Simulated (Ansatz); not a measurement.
System: BI2 (charge 0, doublet). It need not be the lowest isomer of its formula. 
Geometry from a B3LYP-D3(BJ)/def2-TZVP (Ansatz, a program for electronic structure) optimisation:
SMILES: I[B]I
```xyz
3

B      0.8267    -0.1246    -0.2499
I      0.2666    -1.0528     1.5507
I     -0.3446     1.0646    -1.5271
```
Charge 0, spin multiplicity 2.

Computed values are from Ansatz. Cores are frozen in the correlated levels unless marked. UHF or UKS for open shells. Spin-orbit coupling is left out. Frozen are the shells of the preceding noble gas and the d and f shells that filled before the atom's block. Past Kr the def2 sets carry scalar-relativistic core potentials. CBS marks a two-point X^-3 extrapolation of the correlation energy; Hartree-Fock from the larger set. The bracket is a focal-point correction in the basis named.

Problem. What is the vertical electron affinity (to the triplet; negative means unbound) at RI-MP2/CBS(def2-TZVPPD,def2-QZVPPD)+[CCSD(T)-MP2]/def2-TZVPPD?

Solution. 0.89 eV.

Problem. What is the atomisation energy De at RI-MP2/CBS(def2-TZVPPD,def2-QZVPPD)+[CCSD(T)-MP2]/def2-TZVPPD?

Solution. 140.0 kcal/mol.

Problem. What is the dipole moment at CCSD(T)/def2-SVPD?

Solution. 0.66 D.

Problem. What is the total energy at RI-MP2/CBS(def2-TZVPPD,def2-QZVPPD)+[CCSD(T)-MP2]/def2-TZVPPD?

Solution. -618.4771 Eh.

Problem. What is the vertical ionisation energy (to the singlet) at RI-MP2/CBS(def2-TZVPPD,def2-QZVPPD)+[CCSD(T)-MP2]/def2-TZVPPD?

Solution. 7.83 eV.
